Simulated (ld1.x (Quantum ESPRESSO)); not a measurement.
## Zr, ultrasoft: configuration errors across variants

* Element: Zr
* Generator: ld1.x (Quantum ESPRESSO) 7.5
* Type: ultrasoft
* Functional: BLYP
* Relativity: scalar-relativistic
* Frozen core: [Kr]
* Valence charge: 4
* Reference configuration: 4d2 5s2 5p0
* Partial waves: 5s (bound): rcut 2.40, rcutus 3.15 bohr; 5s channel at 1.65 Ry: rcut 2.40, rcutus 3.15 bohr; 5p (bound, empty): rcut 3.60, rcutus 4.10 bohr; 5p channel at 1.2 Ry: rcut 3.60, rcutus 4.10 bohr; 4d (bound): rcut 2.05, rcutus 2.65 bohr; 4d channel at 0.15 Ry: rcut 2.05, rcutus 2.65 bohr; 4f channel at 0.15 Ry: rcut 3.65, rcutus 4.50 bohr; 4f channel at 0.85 Ry: rcut 3.65, rcutus 4.50 bohr
* Local potential: all-electron potential smoothed inside 3.00 bohr (lloc = -1)
* Core correction: none
* Augmentation charge: built from norm-conserving waves at rcut, not smoothed further

All-electron excitation energies from the reference (eV): (1) 4d2 5s1 5p0 7.061; (2) 4d2 5s0 5p0 20.107; (3) 4d1 5s0 5p0 42.671; (4) 4d2 5s1 5p1 3.058; (5) 4d2 5s0 5p2 6.307; (6) 4d3 5s1 5p0 1.240; (7) 4d2.5 5s1.5 5p0 0.534.

The overlap operator is not positive definite (basis up to 400 Ry) in “local potential all-electron potential smoothed inside 4.18 bohr (lloc = -1)”. Such files are unfit for use, however small their errors in these radial tests.

A true bound ghost makes a file unfit for plane-wave use even where its test errors are small: the radial tests pick states by their node count and pass the ghost by.

Errors AE − PS in meV (a dash: test not solved or not reliable):

```csv
change,(1),(2),(3),(4),(5),(6),(7),bound ghosts
base,+29,+194,+458,+8.2,+19,+14,+5.1,p
local potential all-electron potential smoothed inside 1.94 bohr (lloc = -1),+29,+194,+459,-3.9,-25,+14,+4.9,"s, p"
local potential all-electron potential smoothed inside 2.50 bohr (lloc = -1),+29,+194,+459,+9.4,+15,+14,+5.3,p
local potential all-electron potential smoothed inside 3.08 bohr (lloc = -1),+29,+194,+458,+7.9,+19,+14,+5.0,p
local potential all-electron potential smoothed inside 4.18 bohr (lloc = -1),+29,+194,+447,-2.4,–,–,–,not determined (overlap not positive)
```

Give the same row for: local potential all-electron potential smoothed inside 3.38 bohr (lloc = -1).

+29, +194, +457, +7.7, +18, +14, +4.9; bound ghosts: p.
